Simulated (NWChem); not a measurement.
Everything below was run with NWChem. System: H4N, charge 2, spin multiplicity 2, at the geometry of a parent with another charge or spin, in a state set for the comparison that need not be this species' ground state. Its SCF solution wasn't tested for a lower state. Level: ROCCSD(T)/def2-TZVP, 1 core orbitals frozen.

The NWChem input:

```
start mol
memory heap 100 mb stack 700 mb global 1900 mb
charge 2
geometry units angstroms nocenter noautoz
  N      0.000000     0.000000     0.000000
  H      0.842807     0.000000     0.595954
  H     -0.842807     0.000000     0.595954
  H      0.000000     0.842806    -0.595955
  H      0.000000    -0.842806    -0.595955
  symmetry group C2v
end
basis spherical
  * library def2-tzvp
end
scf
  rohf
  nopen 1
  maxiter 100
  thresh 1e-7
  semidirect memsize 60000000 filesize 0
  # guess.movecs holds the orbitals of an unrestricted PBE0 run
  vectors input guess.movecs swap 3 5 output mol.movecs
end
tce
  freeze core 1
  ccsd(t)
  2eorb
  2emet 13
  thresh 1e-6
  maxiter 100
  tilesize 24
end
task tce energy
```

NWChem printed:

```
             Northwest Computational Chemistry Package (NWChem) 7.3.0
             --------------------------------------------------------

                                NWChem Input Module
                                -------------------

 Scaling coordinates for geometry "geometry" by  1.889725989
 (inverse scale =  0.529177249)

 Turning off AUTOSYM since
 SYMMETRY directive was detected!

                             Geometry "geometry" -> ""
                             -------------------------

 Output coordinates in angstroms (scale by  1.889725989 to convert to a.u.)

  No.       Tag          Charge          X              Y              Z
 ---- ---------------- ---------- -------------- -------------- --------------
    1 N                    7.0000     0.00000000     0.00000000     0.00000000
    2 H                    1.0000     0.84280700     0.00000000     0.59595400
    3 H                    1.0000    -0.84280700     0.00000000     0.59595400
    4 H                    1.0000     0.00000000     0.84280600    -0.59595500
    5 H                    1.0000     0.00000000    -0.84280600    -0.59595500

 Effective nuclear repulsion energy (a.u.)      16.2380439531

            Nuclear Dipole moment (a.u.)
            ----------------------------
        X                 Y               Z
 ---------------- ---------------- ----------------
     0.0000000000     0.0000000000    -0.0000037795

      Symmetry information
      --------------------

 Group name             C2v
 Group number             16
 Group order               4
 No. of unique centers     3

      Symmetry unique atoms

     1    2    4


 Summary of "ao basis" -> "" (spherical)
 ------------------------------------------------------------------------------
       Tag                 Description            Shells   Functions and Types
 ---------------- ------------------------------  ------  ---------------------
 *                         def2-tzvp                  on all atoms

 Summary of "ao basis" -> "ao basis" (spherical)
 ------------------------------------------------------------------------------
       Tag                 Description            Shells   Functions and Types
 ---------------- ------------------------------  ------  ---------------------
 N                         def2-tzvp                11       31   5s3p2d1f
 H                         def2-tzvp                 4        6   3s1p

                                 NWChem SCF Module
                                 -----------------

  ao basis        = "ao basis"
  functions       =    55
  atoms           =     5
  closed shells   =     4
  open shells     =     1
  charge          =   2.00
  wavefunction    = ROHF
  use symmetry    = T
  symmetry adapt  = T

 Summary of "ao basis" -> "ao basis" (spherical)
 ------------------------------------------------------------------------------
       Tag                 Description            Shells   Functions and Types
 ---------------- ------------------------------  ------  ---------------------
 N                         def2-tzvp                11       31   5s3p2d1f
 H                         def2-tzvp                 4        6   3s1p

      Symmetry analysis of basis
      --------------------------

        a1         24
        a2          5
        b1         13
        b2         13

 Forming initial guess at       0.0s

 Swapping ROHF orbitals     3    5

      Symmetry analysis of molecular orbitals - initial
      -------------------------------------------------

  Numbering of irreducible representations:

     1 a1          2 a2          3 b1          4 b2

  Orbital symmetries:

     1 a1          2 a1          3 b2          4 b1          5 a1
     6 a1          7 a1          8 b2          9 b1         10 a1
    11 b1         12 b2         13 a1         14 a1         15 b1

 Starting SCF solution at       0.1s

 ----------------------------------------------
         Quadratically convergent ROHF

 Convergence threshold     :          1.000E-07
 Maximum no. of iterations :          100
 Final Fock-matrix accuracy:          1.000E-09
 ----------------------------------------------

              iter       energy          gnorm     gmax       time
             ----- ------------------- --------- --------- --------
                 1      -55.6173923177  5.10D-01  1.84D-01      0.2
                 2      -55.6243343841  5.50D-02  3.04D-02      0.2
                 3      -55.6245120514  2.15D-03  8.23D-04      0.3
                 4      -55.6245125895  1.88D-06  6.93D-07      0.3
                 5      -55.6245125895  2.81D-09  1.18D-09      0.4

       Final ROHF results
       ------------------

         Total SCF energy =    -55.624512589550
      One-electron energy =    -99.778676575029
      Two-electron energy =     27.916120032382
 Nuclear repulsion energy =     16.238043953097

        Time for solution =      0.4s

       Symmetry analysis of molecular orbitals - final
       -----------------------------------------------

  Numbering of irreducible representations:

     1 a1          2 a2          3 b1          4 b2

  Orbital symmetries:

     1 a1          2 a1          3 b1          4 b2          5 a1
     6 a1          7 b1          8 b2          9 a1         10 a1
    11 b2         12 b1         13 a1         14 b1         15 b2

             Final eigenvalues
             -----------------

              1
    1  -16.4090
    2   -1.9626
    3   -1.4251
    4   -1.4251
    5   -1.1826
    6   -0.3941
    7   -0.3086
    8   -0.3086
    9   -0.3054
   10   -0.1778
   11   -0.1704
   12   -0.1704
   13    0.0248
   14    0.0850
   15    0.0850

                       ROHF Final Molecular Orbital Analysis
                       -------------------------------------

 Vector    3  Occ=2.000000D+00  E=-1.425102D+00  Symmetry=b1
              MO Center=  4.3D-18,  6.7D-19,  1.8D-01, r^2= 7.7D-01
   Bfn.  Coefficient  Atom+Function         Bfn.  Coefficient  Atom+Function
  ----- ------------  ---------------      ----- ------------  ---------------
     6      0.392019  1 N  px                 9      0.368857  1 N  px

 Vector    4  Occ=2.000000D+00  E=-1.425101D+00  Symmetry=b2
              MO Center=  2.0D-18, -6.9D-17, -1.8D-01, r^2= 7.7D-01
   Bfn.  Coefficient  Atom+Function         Bfn.  Coefficient  Atom+Function
  ----- ------------  ---------------      ----- ------------  ---------------
     7      0.392019  1 N  py                10      0.368857  1 N  py

 Vector    5  Occ=1.000000D+00  E=-1.182644D+00  Symmetry=a1
              MO Center= -8.6D-16,  3.3D-16,  1.0D-07, r^2= 7.7D-01
   Bfn.  Coefficient  Atom+Function         Bfn.  Coefficient  Atom+Function
  ----- ------------  ---------------      ----- ------------  ---------------
     8      0.402734  1 N  pz                11      0.389088  1 N  pz

 Vector    6  Occ=0.000000D+00  E=-3.940649D-01  Symmetry=a1
              MO Center= -4.4D-17, -9.5D-18, -1.8D-07, r^2= 4.0D+00
   Bfn.  Coefficient  Atom+Function         Bfn.  Coefficient  Atom+Function
  ----- ------------  ---------------      ----- ------------  ---------------
     5      1.252626  1 N  s                 34     -0.583211  2 H  s
    40     -0.583211  3 H  s                 46     -0.583211  4 H  s
    52     -0.583211  5 H  s                  4      0.365706  1 N  s
     3      0.233351  1 N  s

 Vector    7  Occ=0.000000D+00  E=-3.085721D-01  Symmetry=b1
              MO Center=  7.7D-16, -3.6D-18,  7.8D-01, r^2= 3.2D+00
   Bfn.  Coefficient  Atom+Function         Bfn.  Coefficient  Atom+Function
  ----- ------------  ---------------      ----- ------------  ---------------
    34      1.380477  2 H  s                 40     -1.380477  3 H  s
    12     -0.845792  1 N  px                33      0.327125  2 H  s
    39     -0.327125  3 H  s                  9     -0.280412  1 N  px
     6     -0.252502  1 N  px

 Vector    8  Occ=0.000000D+00  E=-3.085721D-01  Symmetry=b2
              MO Center=  1.6D-16, -3.2D-15, -7.8D-01, r^2= 3.2D+00
   Bfn.  Coefficient  Atom+Function         Bfn.  Coefficient  Atom+Function
  ----- ------------  ---------------      ----- ------------  ---------------
    46      1.380477  4 H  s                 52     -1.380477  5 H  s
    13     -0.845792  1 N  py                45      0.327126  4 H  s
    51     -0.327126  5 H  s                 10     -0.280412  1 N  py
     7     -0.252502  1 N  py

 center of mass
 --------------
 x =   0.00000000 y =   0.00000000 z =  -0.00000021

 moments of inertia (a.u.)
 ------------------
          10.225828624849           0.000000000000           0.000000000000
           0.000000000000          10.225840757918           0.000000000000
           0.000000000000           0.000000000000          10.225829395815

  Mulliken analysis of the total density
  --------------------------------------

    Atom       Charge   Shell Charges
 -----------   ------   -------------------------------------------------------
    1 N    7     7.13   0.82  1.16  0.56  0.94  0.05  1.49  1.74  0.35  0.01  0.02  0.00
    2 H    1     0.47   0.19  0.24 -0.00  0.03
    3 H    1     0.47   0.19  0.24 -0.00  0.03
    4 H    1     0.47   0.19  0.24 -0.00  0.03
    5 H    1     0.47   0.19  0.24 -0.00  0.03

 Mulliken analysis of the open-shell density
 -------------------------------------------

    Atom       Charge   Shell Charges
 -----------   ------   -------------------------------------------------------
    1 N    7     0.74   0.00 -0.00  0.00  0.00  0.00  0.31  0.36  0.06  0.00  0.01 -0.00
    2 H    1     0.07   0.03  0.03 -0.00  0.01
    3 H    1     0.07   0.03  0.03 -0.00  0.01
    4 H    1     0.07   0.03  0.03 -0.00  0.01
    5 H    1     0.07   0.03  0.03 -0.00  0.01

       Multipole analysis of the density wrt the origin
       ------------------------------------------------

     L   x y z        total         open         nuclear
     -   - - -        -----         ----         -------
     0   0 0 0      2.000000     -1.000000     11.000000

     1   1 0 0      0.000000      0.000000      0.000000
     1   0 1 0      0.000000     -0.000000      0.000000
     1   0 0 1     -0.000001     -0.000000     -0.000004

     2   2 0 0     -1.508767     -0.642891      5.073223
     2   1 1 0     -0.000000     -0.000000      0.000000
     2   1 0 1     -0.000000     -0.000000      0.000000
     2   0 2 0     -1.508776     -0.642890      5.073211
     2   0 1 1      0.000000      0.000000      0.000000
     2   0 0 2     -0.699815     -1.458412      5.073222

                   NWChem Extensible Many-Electron Theory Module
                   ---------------------------------------------


            General Information
            -------------------
      Number of processors :     1
         Wavefunction type : Restricted open-shell Hartree-Fock
          No. of electrons :     9
           Alpha electrons :     5
            Beta electrons :     4
           No. of orbitals :   110
            Alpha orbitals :    55
             Beta orbitals :    55
        Alpha frozen cores :     1
         Beta frozen cores :     1
     Alpha frozen virtuals :     0
      Beta frozen virtuals :     0
         Spin multiplicity : doublet
    Number of AO functions :    55
       Number of AO shells :    27
        Use of symmetry is : on
      Symmetry adaption is : on
         Schwarz screening : 0.10D-09

          Correlation Information
          -----------------------
          Calculation type : Coupled-cluster singles & doubles w/ perturbation
   Perturbative correction : (T)
            Max iterations :      100
        Residual threshold : 0.10D-05
     T(0) DIIS level shift : 0.00D+00
     L(0) DIIS level shift : 0.00D+00
     T(1) DIIS level shift : 0.00D+00
     L(1) DIIS level shift : 0.00D+00
     T(R) DIIS level shift : 0.00D+00
     T(I) DIIS level shift : 0.00D+00
   CC-T/L Amplitude update :  5-th order DIIS
                I/O scheme : Global Array Library
        L-threshold :  0.10D-05
        EOM-threshold :  0.10D-05
 no EOMCCSD initial starts read in
 TCE RESTART OPTIONS
 SLICE:      F
 D4D5:       F
 quantumc:   F
 qrotation:  F
 pwtce:      F
 qducc:      F
 nacto:                         0
 nrotv:                         0
 nrot:                          0

            Memory Information
            ------------------
          Available GA space size is     249030750 doubles
          Available MA space size is     104853756 doubles

 Maximum block size supplied by input
 Maximum block size        24 doubles

 tile_dim =     21

 -------------------------------------------------

 Global array virtual files algorithm will be used

 Parallel file system coherency ......... OK

 4-electron integrals stored in orbital form

 v2    file size   =           715923
 4-index algorithm nr.  13 is used
 imaxsize =       30
 imaxsize ichop =        0


CCSD iterations
 ---------------------------------------------------------
 Iter          Residuum       Correlation     Cpu    Wall
 ---------------------------------------------------------
    1   0.1118965336849  -0.1860032919012     0.3     0.3
    2   0.0277660342008  -0.1964595371780     0.3     0.3
    3   0.0092819319631  -0.1990537996988     0.3     0.3
    4   0.0034754457531  -0.1996932796419     0.3     0.3
    5   0.0013940732734  -0.1999025797833     0.3     0.3
    6   0.0001927331643  -0.2000157637227     0.3     0.3
    7   0.0000640223072  -0.2000188109455     0.4     0.4
    8   0.0000289934315  -0.2000183988119     0.4     0.4
    9   0.0000132125579  -0.2000183773998     0.3     0.3
   10   0.0000064681772  -0.2000184059209     0.3     0.3
   11   0.0000010248713  -0.2000184336768     0.3     0.3
   12   0.0000003216747  -0.2000184617367     0.3     0.3
 -----------------------------------------------------------------
 Iterations converged
 CCSD correlation energy / hartree =        -0.200018461736677
 CCSD total energy / hartree       =       -55.824531051286648

 Singles contributions

 Doubles contributions
 CCSD(T)
 Using plain CCSD(T) code
             total no. of tasks          927
 total no. of tasks / no. procs          927
                         wl_min            1           1.0
                         wl_max         9261           4.6
        thresh for no. of tasks          927

 CCSD[T]  correction energy / hartree =        -0.004877314205075
 CCSD[T] correlation energy / hartree =        -0.204895775941752
 CCSD[T] total energy / hartree       =       -55.829408365491723
 CCSD(T)  correction energy / hartree =        -0.004850878694333
 CCSD(T) correlation energy / hartree =        -0.204869340431009
 CCSD(T) total energy / hartree       =       -55.829381929980983

 Task  times  cpu:        7.5s     wall:        7.5s

 Total times  cpu:        7.5s     wall:        7.5s
```
